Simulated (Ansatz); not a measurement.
Input file for Ansatz (a quantum-chemistry and plane-wave program): R-CAM-B3LYP/def2-TZVPP on CH4 (SMILES C).

Ansatz 0.2 input:
```yaml
crystal:
  periodic: [false, false, false]
  atoms:
    - {symbol: C, position_ang: [0.00000000, 0.00000000, -0.00000000]}
    - {symbol: H, position_ang: [0.62892441, 0.62892441, 0.62892441]}
    - {symbol: H, position_ang: [-0.62892441, -0.62892441, 0.62892441]}
    - {symbol: H, position_ang: [0.62892442, -0.62892442, -0.62892441]}
    - {symbol: H, position_ang: [-0.62892442, 0.62892442, -0.62892441]}
basis:
  gaussian:
    orbitals: def2-TZVPP
hamiltonian:
  xc: {name: CAM-B3LYP}
scf: {lower_state_search: off}
```

It printed:

```
WARN ansatz: RAYON_NUM_THREADS=4 ignored (pool sized by the plan → 4); use --threads N
Functional definition: CAM-B3LYP
these checks for a lower state are left out or cut short: stability, starts, cluster_reference, orbital_swaps, neighbouring_geometries, increment
integrals: 0.01 GiB planned
416 factors; their error is unknown
integrals: 0.05 GiB planned
123 factors; integrals over basis functions are off by at most 3.8e-6 eV
mean field: 0.18 GiB planned
mean field evaluation 1: about -1098.8193 eV, gradient 4.0e1 eV
mean field evaluation 2: about -1099.6235 eV, gradient 3.3e1 eV
mean field evaluation 4: about -1102.2012 eV, gradient 8.6e-2 eV
mean field evaluation 8: about -1102.1927 eV, gradient 9.1e-5 eV
mean field -1102.19268565 eV, -40.5048341045 hartree, gradient 2.8e-6 eV, S^2 0.000000; 0 other end points of the search recorded, 0 dependent functions left out
reference -1102.19277689 eV, -40.5048374575 hartree; 5, 5 occupied and 82, 82 virtual orbitals, 416 factors
Total energy: -1102.19277689 eV, -40.5048374575 hartree
Checks for a lower state left out: stability, starts, cluster_reference, orbital_swaps, neighbouring_geometries, increment
```

Self-consistency was reached.

Cost: around 0.4 core-seconds (rough).
